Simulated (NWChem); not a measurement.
System: AlH2O2, doublet; SMILES [OH][Al][OH]

NWChem input:

```
start job
memory heap 200 mb stack 900 mb global 1100 mb
geometry units angstroms noautoz
  Al     0.000000     0.000000    -0.824552
  O     -1.539042     0.000000    -0.041290
  H     -1.654476     0.000000     0.924491
  O      1.539042     0.000000    -0.041290
  H      1.654476     0.000000     0.924491
end
basis spherical
  * library def2-svp
end
dft
  odft
  mult 2
  xc hfexch
  iterations 150
  mulliken
end
task dft energy
```

Excerpt of the output:

```
             Northwest Computational Chemistry Package (NWChem) 7.3.0
             --------------------------------------------------------

 C2V symmetry detected

                             Geometry "geometry" -> ""
                             -------------------------

 Output coordinates in angstroms (scale by  1.889725989 to convert to a.u.)

  No.       Tag          Charge          X              Y              Z
 ---- ---------------- ---------- -------------- -------------- --------------
    1 Al                  13.0000     0.00000000     0.00000000    -0.51710574
    2 O                    8.0000    -1.53904200     0.00000000     0.26615626
    3 H                    1.0000    -1.65447600     0.00000000     1.23193726
    4 O                    8.0000     1.53904200     0.00000000     0.26615626
    5 H                    1.0000     1.65447600     0.00000000     1.23193726

 Effective nuclear repulsion energy (a.u.)      91.8581780817

      Symmetry information
      --------------------

 Group name             C2v
 Group number             16
 Group order               4
 No. of unique centers     3

  xc_inp: hfexch multiplicative factor not found.

                                 NWChem DFT Module
                                 -----------------

 Summary of "ao basis" -> "ao basis" (spherical)
 ------------------------------------------------------------------------------
       Tag                 Description            Shells   Functions and Types
 ---------------- ------------------------------  ------  ---------------------
 Al                         def2-svp                 8       18   4s3p1d
 O                          def2-svp                 6       14   3s2p1d
 H                          def2-svp                 3        5   2s1p

      Symmetry analysis of basis
      --------------------------

        a1         23
        a2          6
        b1         18
        b2          9

            General Information
            -------------------
          SCF calculation type: DFT
          Wavefunction type:  spin polarized.
          No. of atoms     :     5
          No. of electrons :    31
           Alpha electrons :    16
            Beta electrons :    15
          Charge           :     0
          Spin multiplicity:     2
          Use of symmetry is: on ; symmetry adaption is: on
          Maximum number of iterations: 150
          AO basis - number of functions:    56
                     number of shells:    26
          Convergence on energy requested:  1.00D-06
          Convergence on density requested:  1.00D-05
          Convergence on gradient requested:  5.00D-04

              XC Information
              --------------
                     Hartree-Fock (Exact) Exchange  1.000

      Superposition of Atomic Density Guess
      -------------------------------------

 Sum of atomic energies:        -392.17228297

      Non-variational initial energy
      ------------------------------

 Total energy =    -392.577838
 1-e energy   =    -725.745475
 2-e energy   =     241.309458
 HOMO         =      -0.181887
 LUMO         =       0.044591

   Symmetry analysis of molecular orbitals - initial alpha
   -------------------------------------------------------

  Numbering of irreducible representations:

     1 a1          2 a2          3 b1          4 b2

  Orbital symmetries:

     1 a1          2 a1          3 b1          4 a1          5 b1
     6 a1          7 b2          8 a1          9 b1         10 a1
    11 b1         12 a1         13 b2         14 b1         15 a2
    16 a1         17 b2         18 a1         19 b1         20 a1
    21 b1         22 a1         23 b2         24 a1         25 b1
    26 a1

   Symmetry analysis of molecular orbitals - initial beta
   ------------------------------------------------------

  Numbering of irreducible representations:

     1 a1          2 a2          3 b1          4 b2

  Orbital symmetries:

     1 a1          2 a1          3 b1          4 a1          5 b1
     6 a1          7 b2          8 a1          9 b1         10 a1
    11 b1         12 a1         13 b2         14 b1         15 a2
    16 a1         17 b2         18 a1         19 b1         20 a1
    21 b1         22 a1         23 b2         24 a1         25 b1
    26 a1

     ---------------------------------------------
      Total Density - Mulliken Population Analysis
     ---------------------------------------------

    Atom       Charge   Shell Charges
 -----------   ------   -------------------------------------------------------
    1 Al  13    11.88   2.00  1.99  0.77  0.43  5.93  0.39  0.20  0.17
    2 O    8     8.90   1.99  1.12  0.64  3.13  2.02  0.00
    3 H    1     0.66   0.51  0.09  0.06
    4 O    8     8.90   1.99  1.12  0.64  3.13  2.02  0.00
    5 H    1     0.66   0.51  0.09  0.06

     --------------------------------------------
      Spin Density - Mulliken Population Analysis
     --------------------------------------------

    Atom       Charge   Shell Charges
 -----------   ------   -------------------------------------------------------
    1 Al  13     0.85   0.00  0.00  0.31  0.40  0.00  0.06  0.07  0.02
    2 O    8     0.05   0.00  0.02 -0.01  0.04  0.00  0.00
    3 H    1     0.03   0.01  0.02  0.00
    4 O    8     0.05   0.00  0.02 -0.01  0.04  0.00  0.00
    5 H    1     0.03   0.01  0.02  0.00

   convergence    iter        energy       DeltaE   RMS-Dens  Diis-err
 ---------------- ----- ----------------- --------- --------- ---------
 d= 0,ls=0.0,diis     1   -392.5579266707 -4.84D+02  8.25D-03  2.54D-01
                                                     6.02D-03  2.43D-01
 d= 0,ls=0.0,diis     2   -392.6367585527 -7.88D-02  3.00D-03  1.03D-01
                                                     2.62D-03  1.05D-01
 d= 0,ls=0.0,diis     3   -392.6776057153 -4.08D-02  2.01D-03  1.90D-03
                                                     6.17D-04  8.68D-04
 d= 0,ls=0.0,diis     4   -392.6803965974 -2.79D-03  9.21D-04  2.05D-04
                                                     2.79D-04  1.07D-04
 d= 0,ls=0.0,diis     5   -392.6808063187 -4.10D-04  3.19D-04  2.55D-05
                                                     1.02D-04  1.48D-05
  Resetting Diis
 d= 0,ls=0.0,diis     6   -392.6808492317 -4.29D-05  6.25D-05  2.40D-06
                                                     4.03D-05  1.96D-06
 d= 0,ls=0.0,diis     7   -392.6808528545 -3.62D-06  1.35D-05  2.32D-07
                                                     6.26D-06  1.63D-07
 d= 0,ls=0.0,diis     8   -392.6808531330 -2.78D-07  1.45D-05  7.69D-08
                                                     9.38D-06  7.97D-08
 d= 0,ls=0.0,diis     9   -392.6808533094 -1.76D-07  2.83D-06  1.39D-08
                                                     2.13D-06  3.73D-09

         Total DFT energy =     -392.680853309413
      One electron energy =     -728.816892910975
           Coulomb energy =      279.732243706119
    Exchange-Corr. energy =      -35.454382186304
 Nuclear repulsion energy =       91.858178081747

 Numeric. integr. density =        0.000000000000

                  Occupations of the irreducible representations
                  ----------------------------------------------

                     irrep           alpha         beta
                     --------     --------     --------
                     a1                8.0          7.0
                     a2                1.0          1.0
                     b1                5.0          5.0
                     b2                2.0          2.0

                    DFT Final Alpha Molecular Orbital Analysis
                    ------------------------------------------

 Vector   14  Occ=1.000000D+00  E=-4.937282D-01  Symmetry=b1
              MO Center= -1.8D-14, -1.3D-15,  2.4D-01, r^2= 3.2D+00
   Bfn.  Coefficient  Atom+Function         Bfn.  Coefficient  Atom+Function
  ----- ------------  ---------------      ----- ------------  ---------------
    22      0.406210  2 O  px                41      0.406210  4 O  px
    25      0.312167  2 O  px                44      0.312167  4 O  px
    24      0.139103  2 O  pz                43     -0.139103  4 O  pz
    27      0.113056  2 O  pz                46     -0.113056  4 O  pz
     8     -0.093136  1 Al px                17      0.073610  1 Al d  1

 Vector   15  Occ=1.000000D+00  E=-4.808697D-01  Symmetry=a2
              MO Center= -5.2D-14,  1.8D-15,  2.6D-01, r^2= 2.9D+00
   Bfn.  Coefficient  Atom+Function         Bfn.  Coefficient  Atom+Function
  ----- ------------  ---------------      ----- ------------  ---------------
    23      0.428228  2 O  py                42     -0.428228  4 O  py
    26      0.357668  2 O  py                45     -0.357668  4 O  py
    14     -0.077266  1 Al d -2

 Vector   16  Occ=1.000000D+00  E=-3.173696D-01  Symmetry=a1
              MO Center=  6.7D-16,  8.5D-16, -1.3D+00, r^2= 2.2D+00
   Bfn.  Coefficient  Atom+Function         Bfn.  Coefficient  Atom+Function
  ----- ------------  ---------------      ----- ------------  ---------------
     3      0.514375  1 Al s                 13     -0.377787  1 Al pz
     4      0.357202  1 Al s                 10     -0.311108  1 Al pz
     2      0.269031  1 Al s                 21     -0.164312  2 O  s
    40     -0.164312  4 O  s                  7      0.153852  1 Al pz
    34      0.099466  3 H  s                 53      0.099466  5 H  s

 Vector   17  Occ=0.000000D+00  E= 8.218772D-02  Symmetry=b2
              MO Center= -4.9D-16, -2.8D-15, -6.1D-01, r^2= 4.4D+00
   Bfn.  Coefficient  Atom+Function         Bfn.  Coefficient  Atom+Function
  ----- ------------  ---------------      ----- ------------  ---------------
    12      0.924016  1 Al py                26     -0.229837  2 O  py
    45     -0.229837  4 O  py                 9      0.202029  1 Al py
    23     -0.162203  2 O  py                42     -0.162203  4 O  py
     6     -0.139562  1 Al py                15     -0.078817  1 Al d -1

 Vector   18  Occ=0.000000D+00  E= 1.315013D-01  Symmetry=a1
              MO Center= -9.3D-16,  1.3D-14,  7.8D-01, r^2= 4.5D+00
   Bfn.  Coefficient  Atom+Function         Bfn.  Coefficient  Atom+Function
  ----- ------------  ---------------      ----- ------------  ---------------
     4      1.116861  1 Al s                 13      0.839887  1 Al pz
    21     -0.468612  2 O  s                 40     -0.468612  4 O  s
     3     -0.462686  1 Al s                 27     -0.147527  2 O  pz
    46     -0.147527  4 O  pz                34      0.146422  3 H  s
    53      0.146422  5 H  s                 25     -0.111218  2 O  px

 Vector   19  Occ=0.000000D+00  E= 1.680428D-01  Symmetry=b1
              MO Center= -1.6D-14,  2.5D-17, -4.7D-01, r^2= 6.1D+00
   Bfn.  Coefficient  Atom+Function         Bfn.  Coefficient  Atom+Function
  ----- ------------  ---------------      ----- ------------  ---------------
    11      1.161593  1 Al px                21      0.685793  2 O  s
    40     -0.685793  4 O  s                 34     -0.273449  3 H  s
    53      0.273449  5 H  s                  8      0.092994  1 Al px
    33     -0.091125  3 H  s                 52      0.091125  5 H  s
    17      0.083003  1 Al d  1               5     -0.081121  1 Al px

                     DFT Final Beta Molecular Orbital Analysis
                     -----------------------------------------

 Vector   13  Occ=1.000000D+00  E=-5.001648D-01  Symmetry=b2
              MO Center= -2.4D-14,  3.7D-17,  2.4D-01, r^2= 2.9D+00
   Bfn.  Coefficient  Atom+Function         Bfn.  Coefficient  Atom+Function
  ----- ------------  ---------------      ----- ------------  ---------------
    23      0.414065  2 O  py                42      0.414065  4 O  py
    26      0.333056  2 O  py                45      0.333056  4 O  py
    12      0.108625  1 Al py                 9      0.093772  1 Al py
     6     -0.065801  1 Al py                15      0.042877  1 Al d -1

 Vector   14  Occ=1.000000D+00  E=-4.896279D-01  Symmetry=b1
              MO Center= -9.2D-15,  3.5D-15,  2.5D-01, r^2= 3.2D+00
   Bfn.  Coefficient  Atom+Function         Bfn.  Coefficient  Atom+Function
  ----- ------------  ---------------      ----- ------------  ---------------
    22      0.407495  2 O  px                41      0.407495  4 O  px
    25      0.315593  2 O  px                44      0.315593  4 O  px
    24      0.131410  2 O  pz                43     -0.131410  4 O  pz
    27      0.108933  2 O  pz                46     -0.108933  4 O  pz
     8     -0.102407  1 Al px                 5      0.075501  1 Al px

 Vector   15  Occ=1.000000D+00  E=-4.829302D-01  Symmetry=a2
              MO Center=  2.3D-14, -3.6D-15,  2.6D-01, r^2= 2.9D+00
   Bfn.  Coefficient  Atom+Function         Bfn.  Coefficient  Atom+Function
  ----- ------------  ---------------      ----- ------------  ---------------
    23      0.428965  2 O  py                42     -0.428965  4 O  py
    26      0.358488  2 O  py                45     -0.358488  4 O  py
    14     -0.072633  1 Al d -2

 Vector   16  Occ=0.000000D+00  E= 4.039338D-02  Symmetry=a1
              MO Center=  2.5D-15, -2.7D-15, -1.1D+00, r^2= 4.0D+00
   Bfn.  Coefficient  Atom+Function         Bfn.  Coefficient  Atom+Function
  ----- ------------  ---------------      ----- ------------  ---------------
     4      0.988173  1 Al s                 21     -0.286108  2 O  s
    40     -0.286108  4 O  s                 13     -0.272308  1 Al pz
     2      0.193460  1 Al s                 10     -0.113319  1 Al pz
    34      0.109386  3 H  s                 53      0.109386  5 H  s
     7      0.082607  1 Al pz                20     -0.082707  2 O  s

 Vector   17  Occ=0.000000D+00  E= 1.251056D-01  Symmetry=b2
              MO Center= -8.4D-19,  2.8D-15, -5.7D-01, r^2= 4.7D+00
   Bfn.  Coefficient  Atom+Function         Bfn.  Coefficient  Atom+Function
  ----- ------------  ---------------      ----- ------------  ---------------
    12      0.987751  1 Al py                26     -0.225979  2 O  py
    45     -0.225979  4 O  py                23     -0.156347  2 O  py
    42     -0.156347  4 O  py                 9      0.125554  1 Al py
     6     -0.118417  1 Al py

 Vector   18  Occ=0.000000D+00  E= 1.521443D-01  Symmetry=a1
              MO Center= -3.2D-14,  3.4D-16,  5.1D-01, r^2= 5.1D+00
   Bfn.  Coefficient  Atom+Function         Bfn.  Coefficient  Atom+Function
  ----- ------------  ---------------      ----- ------------  ---------------
    13      0.949052  1 Al pz                 4      0.673576  1 Al s
    21     -0.432152  2 O  s                 40     -0.432152  4 O  s
     3     -0.362698  1 Al s                 34      0.226063  3 H  s
    53      0.226063  5 H  s                 27     -0.191121  2 O  pz
    46     -0.191121  4 O  pz                24     -0.119157  2 O  pz

     ---------------------------------------------
      Total Density - Mulliken Population Analysis
     ---------------------------------------------

    Atom       Charge   Shell Charges
 -----------   ------   -------------------------------------------------------
    1 Al  13    12.11   2.00  1.99  0.69  0.22  5.94  0.62  0.38  0.26
    2 O    8     8.65   1.99  1.04  0.71  2.83  2.07  0.01
    3 H    1     0.79   0.66  0.07  0.07
    4 O    8     8.65   1.99  1.04  0.71  2.83  2.07  0.01
    5 H    1     0.79   0.66  0.07  0.07

     --------------------------------------------
      Spin Density - Mulliken Population Analysis
     --------------------------------------------

[...]
```

Level: UHF/def2-SVP. In the optimisation the excess spin sits in a1 (C2v, its own frame). Coordinates come from a PBE-D3(BJ)/def2-SVP, spin-unrestricted optimisation. This spin state was assumed; another may lie lower. No stability test was run on the SCF state.
